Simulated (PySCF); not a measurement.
cobalt atom (Co), quartet. Base run: DF-HF/aug-cc-pVDZ (PySCF).

The PySCF input:
```python
from pyscf import gto, scf

mol = gto.M(
    atom='''
Co    0.00000000    0.00000000    0.00000000
''',
    basis='aug-cc-pvdz',
    spin=3,
    verbose=4,
)

mf = scf.UHF(mol)
mf = mf.density_fit(auxbasis='def2-universal-jkfit')
mf.kernel()
```

The base run was repeated with changes; each row names its change, and settings that it needs were set with it.

```csv
change,basis functions,E (Eh),HOMO (eV),outcome
base,59,-1381.30357,-6.37,converged
basis = LANL2DZ,22,-144.02678,-6.41,converged
basis = 3-21G,27,-,-,not converged
basis = 6-31G,27,___,-5.68,converged
basis = pc-1,31,-1381.23083,-6.34,converged
basis = def2-SVP,31,-1381.12698,-5.92,converged
basis = 6-31G*,34,-1381.06864,-5.68,converged
basis = aug-pcseg-1,47,-1381.07984,-6.42,converged
basis = def2-TZVPD,48,-1381.32141,-6.34,converged
basis = pcseg-2,56,-1381.33788,-6.31,converged
basis = def2-TZVPP,___,___,___,converged
basis = def2-QZVP,___,___,-6.32,converged
basis = def2-QZVPP,100,-1381.36616,-6.32,converged
```

Q: Complete the blanks.

A: 
- basis = 6-31G, E (Eh): -1381.06537
- basis = def2-TZVPP, basis functions: 64
- basis = def2-TZVPP, E (Eh): -1381.33767
- basis = def2-TZVPP, HOMO (eV): -6.33
- basis = def2-QZVP, basis functions: 84
- basis = def2-QZVP, E (Eh): -1381.36601

Totals compare only among sets that treat the same electrons; sets with core potentials leave the core out.

Open shells are given as the SCF converged; they aren't shown to be the lowest states, and a large step between rows can be another state.
